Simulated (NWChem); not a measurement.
**Polarisability of ClLi**

```
Li
Cl 1 2.0007
```
Charge 0, spin multiplicity 1.

Everything below was run with NWChem. Structure: optimised with B3LYP/def2-SVP, a minimum by its harmonic frequencies.

Basis set: aug-cc-pVDZ. The field's frequency is 0.0773 Ha (589 nm).

The correlated methods keep 5 core orbitals frozen. B3LYP has NWChem's definition, with VWN1-RPA local correlation. The structure started from a generated list of species. No row is a measurement; the coupled-cluster row has its own basis-set and correlation limits.

Task: One of these methods gave an isotropic polarisability of 30.38 bohr³. Which?
A. BHandHLYP
B. HF
C. PBE
D. CCSD linear response

Result: C, PBE. The others give 25.60 (BHandHLYP), 23.43 (HF), 26.40 (CCSD linear response).
